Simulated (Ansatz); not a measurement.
Pulling on the Cd1–F2 bond in CdF2 (SMILES [F][Cd][F]) (multiplicity 1 held, fragments rigid). Energies count from the point at 1.933 Å.
Geometry at that point (charge 0, multiplicity 1):
```xyz
3

Cd     0.00000     0.00000     0.00000
F      0.00000     0.00000    -1.93349
F      0.00000     0.00000     1.93349
```

R- and RO- levels are restricted; in cc, def2 and unpolarised 6-31G sets they are followed outwards from rest. Unrestricted levels (U-) break spin symmetry where that is lower. Levels need not reach the same state.

Frozen-core correlation.

The values were computed with Ansatz (a program for electronic structure).  In def2 rows elements past Kr take small-core potentials, without spin–orbit coupling.

**Question.** One of these levels gives 117.59 kcal/mol for the energy at R = 6.187 Å. Which?
(A) R-HF/def2-SVP
(B) U-MP2/def2-SVP
(C) U-HF/def2-SVP
(D) R-MP2/def2-SVP

**Answer.** D, R-MP2/def2-SVP. The others give 178.57 (R-HF/def2-SVP), 60.53 (U-HF/def2-SVP), 100.56 (U-MP2/def2-SVP)

Doubts at one or more of the structures used: a restricted determinant that unrestricted orbitals would lower (R-HF/def2-SVP, R-MP2/def2-SVP); a spin-contaminated determinant (U-HF/def2-SVP, U-MP2/def2-SVP).
